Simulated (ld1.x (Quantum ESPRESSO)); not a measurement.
## An all-electron radial function and its pseudo partner (aluminium (Al))

Columns: radius, all-electron u(r) and pseudo u(r) of the 3p shell (level -2.72 eV) of aluminium in the configuration [Ne] 3s2 3p1; PBE, non-relativistic, TM scheme, ld1.x (Quantum ESPRESSO) 7.5.

```
r (bohr)  all-electron   pseudo
   0.128        0.1011  -0.0037
   0.255        0.1938  -0.0144
   0.382        0.2131  -0.0320
   0.510        0.1777  -0.0564
   0.638        0.1121  -0.0867
   0.765        0.0339  -0.1220
   0.893       -0.0479  -0.1619
   1.020       -0.1265  -0.2048
   1.148       -0.2000  -0.2501
   1.275       -0.2658  -0.2958
   1.402       -0.3242  -0.3408
   1.530       -0.3756  -0.3840
   1.658       -0.4200  -0.4238
   1.785       -0.4573  -0.4587
   1.912       -0.4880  -0.4884
   2.040       -0.5126  -0.5127
   2.168       -0.5313  -0.5313
   2.295       -0.5446  -0.5446
   2.422       -0.5532  -0.5532
   2.550       -0.5576  -0.5576
   2.678       -0.5583  -0.5583
   2.805       -0.5557  -0.5557
   2.932       -0.5505  -0.5505
   3.060       -0.5429  -0.5429
   3.188       -0.5333  -0.5333
   3.315       -0.5222  -0.5222
```

How many radial nodes do the two functions have?

The all-electron 3p function has n − l − 1 = 1; the pseudo-wave has 0, since the states of the same l below it are removed with the core.

At about which radius was the pseudo-wave matched?

2.35 bohr. The columns agree to 0.0005 from 1.91 bohr on; several derivatives are matched, so the curves merge somewhat inside the radius.

Is the pseudo-wave norm-conserving?

Yes: the TM scheme keeps the norm inside the radius equal to the all-electron one, which fixes the energy derivative of the logarithmic derivative at the level.
